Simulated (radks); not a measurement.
Task: Radial electron density D(r) = 4 pi r^2 rho(r) of an atom or ion with 41 electrons. Calculated with a radial shooting solver on a logarithmic mesh with Libxc functionals: Dirac Kohn-Sham, PBE, spin-unpolarised, spherical densities, finite nucleus; Fermi nuclear charge, rms radius of each element as measured or else 0.836 A^(1/3) + 0.57 fm.

```
   r/bohr * D(r) (the largest magnitude, 65.5, reaches the edge; | marks zero)
 0.001572 | *
 0.001815 | *
  0.00208 |  *
 0.002383 |  *
  0.00273 |   *
 0.003128 |    *
 0.003583 |     *
 0.004138 |       *
 0.004741 |         *
 0.005432 |           *
 0.006223 |              *
  0.00713 |                 *
 0.008168 |                    *
 0.009433 |                        *
  0.01081 |                            *
  0.01238 |                                *
  0.01419 |                                   *
  0.01625 |                                       *
  0.01862 |                                         *
   0.0215 |                                           *
  0.02464 |                                            *
  0.02823 |                                           *
  0.03234 |                                          *
  0.03705 |                                        *
  0.04279 |                                      *
  0.04902 |                                     *
  0.05616 |                                      *
  0.06434 |                                        *
  0.07372 |                                            *
  0.08446 |                                                 *
  0.09754 |                                                     *
   0.1117 |                                                      *
    0.128 |                                                    *
   0.1467 |                                              *
    0.168 |                                        *
   0.1925 |                                   *
   0.2223 |                                 *
   0.2547 |                                   *
   0.2919 |                                       *
   0.3344 |                                         *
   0.3831 |                                       *
   0.4424 |                                 *
   0.5069 |                         *
   0.5807 |                 *
   0.6653 |           *
   0.7622 |         *
   0.8733 |         *
    1.009 |         *
    1.155 |        *
    1.324 |       *
    1.517 |     *
    1.738 |   *
    1.991 |  *
    2.299 | *
    2.634 |*
    3.018 |*
    3.457 *
    3.961 *
    4.538 *
    5.241 *
    6.004 *
    6.879 *
```

What is the nuclear charge?

Result: Z = 42. The innermost maximum, from 1s, lies near gamma/Z bohr with gamma = sqrt(1 - (Z/c)^2) = 0.952, here 0.0227 bohr (found: 0.0248), and its height grows with Z. The density is that of the molybdenum ion Mo+ in [Kr] 4d5; the configuration itself is not fixed sharply by these data, and Z only to a few units. D(r) has 4 maxima, at r = 0.0248, 0.109, 0.342, 1.02 bohr, and minima at 0.0498, 0.219, 0.839 bohr, inside which lie 2.05, 11.07, 29.23 electrons.
